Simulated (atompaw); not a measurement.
u(r) = r·R(r): atom against pseudo-atom (hafnium)

Columns: radius, all-electron u(r) and pseudo u(r) of the 6p shell (level -1.40 eV) of hafnium in the configuration [Kr] 4d10 4f14 5s2 5p6 5d2 6s2 6p0; PBE, scalar-relativistic, PAW (atompaw) scheme, atompaw 4.2.0.5.

```json
{"r (bohr)": "0.077", "all-electron": "0.0087", "pseudo": "-0.0022"}
{"r (bohr)": "0.154", "all-electron": "-0.0749", "pseudo": "-0.0087"}
{"r (bohr)": "0.231", "all-electron": "-0.0081", "pseudo": "-0.0191"}
{"r (bohr)": "0.308", "all-electron": "0.0784", "pseudo": "-0.0329"}
{"r (bohr)": "0.385", "all-electron": "0.1110", "pseudo": "-0.0494"}
{"r (bohr)": "0.462", "all-electron": "0.0897", "pseudo": "-0.0677"}
{"r (bohr)": "0.538", "all-electron": "0.0383", "pseudo": "-0.0864"}
{"r (bohr)": "0.615", "all-electron": "-0.0237", "pseudo": "-0.1052"}
{"r (bohr)": "0.692", "all-electron": "-0.0820", "pseudo": "-0.1227"}
{"r (bohr)": "0.769", "all-electron": "-0.1296", "pseudo": "-0.1378"}
{"r (bohr)": "0.846", "all-electron": "-0.1638", "pseudo": "-0.1497"}
{"r (bohr)": "0.923", "all-electron": "-0.1846", "pseudo": "-0.1575"}
{"r (bohr)": "1.000", "all-electron": "-0.1931", "pseudo": "-0.1606"}
{"r (bohr)": "1.077", "all-electron": "-0.1910", "pseudo": "-0.1587"}
{"r (bohr)": "1.154", "all-electron": "-0.1801", "pseudo": "-0.1516"}
{"r (bohr)": "1.231", "all-electron": "-0.1623", "pseudo": "-0.1393"}
{"r (bohr)": "1.308", "all-electron": "-0.1391", "pseudo": "-0.1220"}
{"r (bohr)": "1.385", "all-electron": "-0.1121", "pseudo": "-0.1004"}
{"r (bohr)": "1.462", "all-electron": "-0.0823", "pseudo": "-0.0751"}
{"r (bohr)": "1.538", "all-electron": "-0.0513", "pseudo": "-0.0473"}
{"r (bohr)": "1.615", "all-electron": "-0.0189", "pseudo": "-0.0169"}
{"r (bohr)": "1.692", "all-electron": "0.0139", "pseudo": "0.0146"}
{"r (bohr)": "1.769", "all-electron": "0.0464", "pseudo": "0.0466"}
{"r (bohr)": "1.846", "all-electron": "0.0783", "pseudo": "0.0784"}
{"r (bohr)": "1.923", "all-electron": "0.1094", "pseudo": "0.1095"}
{"r (bohr)": "2.000", "all-electron": "0.1395", "pseudo": "0.1395"}
```

**Question.** How many radial nodes do the two functions have?

**Answer.** The all-electron 6p function has n − l − 1 = 4; the pseudo-wave has 1, since 1 lower shell of the same l stays in the valence.

**Question.** Is the pseudo-wave norm-conserving?

**Answer.** No, it belongs to a PAW set: the norm inside the radius is not constrained, and the difference is carried by the augmentation charge.
